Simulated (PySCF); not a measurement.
## Static response to an electric field

Compound: C4H14Si4.
Numbering: `[CH2:1]1[CH2:2][CH:3]([SiH:4]2[SiH2:5][SiH2:6][SiH2:7]2)[CH2:8]1` (hydrogens: H9, H10 on C1; H11, H12 on C2; H13 on C3; H14 on Si4; H15, H16 on Si5; H17, H18 on Si6; H19, H20 on Si7; H21, H22 on C8)

Cartesian coordinates in Å at the PBE0-D3(BJ)/def2-SVP level; atoms count from 1:
```
atom  x, y, z in Å
C1    -2.4156    0.7558   -1.1389
C2    -2.2494    0.8177    0.3906
C3    -1.3011   -0.4047    0.2979
Si4    0.2267   -0.5070    1.4076
Si5    1.8433   -1.9775    0.4942
Si6    2.7709   -0.1342   -0.6638
Si7    1.7285    1.2649    0.9347
C8    -1.1314   -0.0907   -1.2098
H9    -3.3011    0.1672   -1.4249
H10   -2.4353    1.7063   -1.6934
H11   -3.1475    0.7160    1.0180
H12   -1.7127    1.7287    0.7030
H13   -1.8792   -1.3371    0.4189
H14   -0.1532   -0.7104    2.8423
H15    2.8031   -2.4523    1.5421
H16    1.3717   -3.1519   -0.3055
H17    2.1342    0.0175   -2.0112
H18    4.2568   -0.0601   -0.8188
H19    2.6634    1.4798    2.0855
H20    1.1875    2.5891    0.4917
H21   -0.2467    0.5375   -1.4063
H22   -1.1026   -0.9424   -1.9061
```

Level: wB97X-D/def2-SVPD (PySCF), static field, nuclei fixed, core orbitals frozen in the response. The polarisability tensor in these axes (au):

```
x   175.18  -6.46  -5.26
y    -6.46 162.30   0.06
z    -5.26   0.06 148.81
```

Task: What are the eigenvalues, a third of the trace, and Δα (Δα² = ½Σ(αi − αj)² over the three pairs)?

Result: Principal values 147.69, 159.93 and 178.67 au; mean 162.10 au = 24.02 Å³ = 26.73 × 10⁻⁴⁰ C²·m²/J; Δα = 27.02 au (17 % of the mean).

Task: What is the dipole moment, and where does it point?

Result: (-1.23, 0.01, -0.36) D, 1.28 D in size, pointing from the negative to the positive side. Measured along this direction, the outermost atoms are H18 at the negative end and H9 at the positive end.

Task: Give the eigenvalues of the traceless quadrupole moment Θ = ½Σq(3rr − r²1), origin at the centre of nuclear charge.

Result: -1.59, -0.82, 2.42 D·Å. The values depend on the origin, since the dipole doesn't vanish. The electronic extent ⟨r²⟩ about the same centre is 2143 bohr², a root-mean-square distance of 2.53 Å for the 94 electrons.

Task: In a dilute gas of rigid molecules at 350 K, how does the orientational term μ²/3kT compare with the electronic polarisability?

Result: In Gaussian units μ²/3kT = 11.30 Å³ against 24.02 Å³, a ratio of 0.47; the Debye molar polarisation (4π/3)N_A(α + μ²/3kT) is 89.1 cm³/mol, leaving out the vibrational part.

Task: Find the Langevin capture rate constant for H3O+ (19.018 u) meeting this molecule (174.017 u), k = 2.342 × 10⁻⁹ cm³/s × √(α in Å³ / reduced mass in u).

Result: The reduced mass is 17.14 u, so k = 2.77 × 10⁻⁹ cm³/s. The formula leaves out the permanent dipole, which adds to the capture rate.

The structure is a single PBE0-D3(BJ)/def2-SVP conformer in the gas phase; no vibrational or solvent corrections.
